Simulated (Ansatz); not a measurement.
## Energy profile

The step: SnH₃F ([F][SnH3]) + H₂S → SnH₄S ([SH][SnH3]) + HF; bonds formed: Sn1–S7, F2–H6; bonds broken: Sn1–F2, H6–S7 (atoms numbered as in the saddle structure below).

```
8
angstrom
Sn -0.8191 -0.4904 -0.1899
F 0.9138 -0.8472 1.0956
H -0.5849 -1.1858 -1.7226
H -1.5108 -1.6329 0.8803
H -1.7629 0.9287 -0.1010
H 1.4403 0.0159 0.5006
S 1.3688 1.1229 -0.6496
H 0.9547 2.0887 0.1865
```

Electronic energies by CCSD(T) at an estimated basis limit (MP2 extrapolated from triple and quadruple zeta, plus CCSD(T) − MP2 in triple zeta), on PBE0-D4/def2-TZVP structures; SnH5SF, closed shell; no counterpoise correction. Computed with Ansatz 0.2.0 (basis: def2-TZVPP and def2-QZVPP); correlated methods freeze the cores. Filled d shells of the heavier atoms are correlated. Core potentials replace the inner electrons of the atoms past krypton. The def2 sets are not built for correlating such inner shells, so the correlated values are less sure here. Extrapolation: Hartree–Fock as exp(−7.88 √X), correlation as X^−2.97.

Question: Give the profile in kJ/mol, counted from the separated reactants. (Judge from chemistry; the value comes from the calculation.)

Answer: By the calculation:
| point | kJ/mol |
| --- | --- |
| separated: SnH3F (linked as [F][SnH3]; Sn1, F2, H3, H4, H5; singlet) + H2S (H6, S7, H8; singlet) | 0.0 |
| start structure | -16.4 |
| saddle | 67.9 |
| end structure | -34.1 |
| separated: SnH4S (linked as [SH][SnH3]; Sn1, H3, H4, H5, S7, H8; singlet) + HF (F2, H6; singlet) | -9.1 |

The T1 diagnostic stays at or below 0.014.

Exchanges of this kind with a chalcogen hydride build sulfide and selenide films.

For scale, one of the runs: CCSD(T)/def2-TZVPP, 193 basis functions, launched by `ansatz run in.yaml --threads 4 --pin off --events-out ev --progress --plain --max-ram 9574MiB`. The run took 66 s on 4 CPU threads of an Arm Neoverse V2 (shared host), with 2.4 GiB of host memory at its peak.
